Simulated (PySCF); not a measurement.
A structure optimised at B3LYP-D3(BJ)/def2-SVP, used in a PySCF frequency run:

```
Hf
O 1 1.9272
H 2 0.9576 1 170.60
O 1 1.9304 2 112.74 3 62.05
H 4 0.9568 2 143.57 3 12.18
O 1 1.9304 2 112.74 3 -62.05
H 6 0.9568 4 145.60 5 0.00
S 1 2.4918 2 104.35 3 180.00
H 8 1.3563 1 93.33 2 180.00
```
Charge 0, spin multiplicity 1.

Q: Write its SMILES, formula and point group.

A: [OH][Hf]([OH])([OH])[SH], H4HfO3S, Cs

Q: What are its rotational constants (standard atomic weights)?

A: 2.7037, 1.6597, 1.6269 GHz
